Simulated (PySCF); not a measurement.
# Caesium: a sound run and one with changed settings

Sound run: Cs⁺ [Xe], Cs²⁺ [Kr] 4d10 5s2 5p5. Computed with PySCF 2.14 in Sapporo-DKH3-DZP-2012, with scalar relativity by spin-free X2C-1e. The sound run starts from symmetry-adapted Hartree-Fock orbitals and uses a fine grid where one is needed.

Changed run: 6 angular points. This setting is unsound on purpose.

```
species  method  sound run (hartree)  changed run (hartree)  converged
    Cs⁺     UHF          -7782.51031            -7782.51031        yes
    Cs⁺    MN15          -7791.03811            -7791.04921        yes
    Cs⁺   M06-L          -7785.36188            -7786.37975        yes
   Cs²⁺     UHF          -7781.67693            -7781.67693        yes
   Cs²⁺    MN15          -7790.17283            -7790.18193        yes
   Cs²⁺   M06-L          -7784.50758            -7785.50901         no
```

Ionisation energy of Cs⁺:

| method | sound run (eV) | changed run (eV) |
| --- | --- | --- |
| UHF | 22.677 | 22.677 |
| MN15 | 23.545 | 23.600 |

A coarse angular grid integrates products of high-l functions wrongly, so density functionals can shift, and the SCF can exploit the error; Hartree-Fock and MP2 need no grid.

For comparison, NIST gives 23.157 eV between the lowest levels.
